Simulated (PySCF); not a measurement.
## Relaxation of doublet TaO₂

Level of theory: UB3LYP in PySCF with Ta def2-TZVP with ECP60, O def2-TZVP; scalar-relativistic core potentials, no spin–orbit coupling; density-fitted integrals. A (50,194) grid was used.

A hand-made linear start, of D∞h symmetry, held to at least that symmetry:

Coordinates in bohr (charge 0 multiplicity 2):
```
Ta    0.0000    0.0000    0.0000
O     0.0000    0.0000    3.4582
O     0.0000    0.0000   -3.4582
```

**Question.** What does it relax to?

**Answer.** It ends at D∞h with Ta–O 1.812 Å (×2); O–Ta–O 180.0°. A frequency run shows 2 imaginary modes (one degenerate set), down to 403i cm⁻¹, so it is a higher-order saddle point. Other isomers or separated fragments may lie lower.

**Question.** How much energy is released, and in how many steps?

**Answer.** 1.6 kJ/mol in 3 steps.

Other spin states or occupations of the open shell can lie lower. No spin–orbit coupling is included, which matters more the heavier the element.

The relaxation took 8.1 s on 4 threads of a shared Arm Neoverse N1 host, with 102 basis functions and 4 gradients; the process peaked at 0.55 GiB.
